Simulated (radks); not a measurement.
Values are calculated unless marked as measured or tabulated.
Species: the cadmium ion Cd4+. Configuration: [Ar] 3d10 4s2 4p5.75 4d8 5d0.25 (fractional occupations, a model configuration). Level of theory: Dirac Kohn-Sham, PBE, spin-unpolarised, spherical densities, finite nucleus; open shells fill j = l - 1/2 first; Fermi nuclear charge, rms radius 4.6087 fm (a radial shooting solver on a logarithmic mesh with Libxc functionals).

Spin-orbit splittings of the eigenvalues, e(l+1/2) - e(l-1/2), with zeta = 2 splitting/(2l+1) and mean radii in bohr:

| shell | occ. | splitting (eV) | zeta (eV) | <r> j=l-1/2 | <r> j=l+1/2 |
|---|---|---|---|---|---|
| 2p | 6 | 192.5 | 128.3 | 0.1112 | 0.1164 |
| 3p | 6 | 34.40 | 22.93 | 0.3493 | 0.3603 |
| 3d | 10 | ? | ? | 0.3325 | 0.3360 |
| 4p | 5.75 | 6.058 | 4.039 | 0.9216 | 0.9494 |
| 4d | 8 | 0.8468 | 0.3387 | 1.135 | 1.147 |
| 5d | 0.25 | 0.1202 | 0.04809 | 3.188 | 3.206 |

Estimate the 3d splitting.

Answer. 6.992 eV (zeta = 2.797 eV).
